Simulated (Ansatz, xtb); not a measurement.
# C3H4FN3: which of two isomers lies lower

Structure I: `Cc1nc(F)n[nH]1`, a singlet. Structure II: `Cc1n[nH]c(F)n1`, a singlet. Both are isolated molecules in the gas phase, relaxed with B3LYP-D3(BJ)/def2-SVP.

Question: Which of the two would you expect CCSD(T)/def2-SVP + ΔMP2/def2-TZVPP electronic energies to favour?

Answer: Structure I; the calculation gives E(II) − E(I) = +1.86 kcal/mol.

Level by level:

```
                             level               geometry  E(II) − E(I) (kcal/mol)  departure from the last row (kcal/mol)  job, with rough time for the two
                          GFN2-xTB               GFN2-xTB                     +2.15                                   +0.29             optimisation, 0.092 s
                         HF/STO-3G               GFN2-xTB                     +1.52                                   −0.34              single point, 0.36 s
                r2SCAN-D4/def2-SVP               GFN2-xTB                     +2.88                                   +1.01                 single point, 4 s
             B3LYP-D3(BJ)/def2-SVP  B3LYP-D3(BJ)/def2-SVP                     +1.84                                   −0.02                optimisation, 59 s
                       HF/def2-SVP  B3LYP-D3(BJ)/def2-SVP                     +1.63                                   −0.23           part of the CCSD(T) run
                      MP2/def2-SVP  B3LYP-D3(BJ)/def2-SVP                     +1.56                                   −0.30           part of the CCSD(T) run
                  CCSD(T)/def2-SVP  B3LYP-D3(BJ)/def2-SVP                     +1.60                                   −0.27                      single point
CCSD(T)/def2-SVP + ΔMP2/def2-TZVPP  B3LYP-D3(BJ)/def2-SVP                     +1.86                                                        single point, 53 s
```

As drawn, both hold the same kinds of bond in the same numbers.

None of the levels shown reverses the order. The largest departure from CCSD(T)/def2-SVP + ΔMP2/def2-TZVPP is that of r2SCAN-D4/def2-SVP, 1.01 kcal/mol. The last row adds to CCSD(T) the change of the MP2 difference between the two basis sets, here +0.27 kcal/mol.

With thermal terms from frequencies at re-optimised GFN2-xTB minima (ideal gas, soft modes damped towards free rotors, one conformer each, 298.15 K, 1 atm): on the last row, ΔE + ΔZPE = +1.73, ΔH = +1.72, ΔG = +1.76 kcal/mol.

The correlated steps freeze 7 core orbitals. Codes used: Ansatz 0.2.0, xtb 6.7.1; the last row on 2 threads of Arm Neoverse V2 on a shared host.
